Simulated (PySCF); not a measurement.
BiI₂⁺: from structure and modes to constants

Level of theory: PBE0/[Bi def2-TZVP with ECP60, I def2-TZVP with ECP28], scalar-relativistic core potentials, density fitting, no spin–orbit coupling, PySCF.

The singlet minimum has C2v symmetry. Masses (u): Bi 208.98038, I 126.90447.

```xyz
3
charge 1 multiplicity 1, angstrom
Bi    0.0000    0.0000   -0.9325
I     2.0969    0.0000    0.7615
I    -2.0969    0.0000    0.7615
```

Harmonic wavenumbers (cm⁻¹): 60.8 (a1, ×1), 200.9 (b2, ×1), 201.4 (a1, ×1).

(1) Find the principal moments of inertia and the rotational constants. What kind of rotor is it?

(2) What is the harmonic zero-point energy?

(3) Find the vibrational entropy and heat capacity at 298.15 K.

Answers

(1) About the centre of mass I = 328.9, 1116, 1444.9 u Å². With B = 16.8576/I this gives 0.05126, 0.01511, 0.01167 cm⁻¹. The molecule is an asymmetric top with κ = -0.83.

(2) Half the sum of all 3 wavenumbers, 463/2 = 232 cm⁻¹, which is 2.8 kJ/mol (1 cm⁻¹ = 0.0119627 kJ/mol).

(3) With u = 1.43878 ω/T, each mode gives S = R[u/(eᵘ−1) − ln(1−e⁻ᵘ)] and C = R u² eᵘ/(eᵘ−1)².
| ω (cm⁻¹) | u | S (J/(mol K)) | C (J/(mol K)) |
| --- | --- | --- | --- |
| 60.8 | 0.293 | 18.54 | 8.26 |
| 200.9 | 0.970 | 8.89 | 7.69 |
| 201.4 | 0.972 | 8.87 | 7.69 |
The sums over all modes are S = 36.3 and C = 23.6 J/(mol K); the softest mode gives 51 % of the entropy.

Only a few start shapes were tried, so a lower isomer may exist. No spin–orbit coupling is included, which matters more the heavier the element.
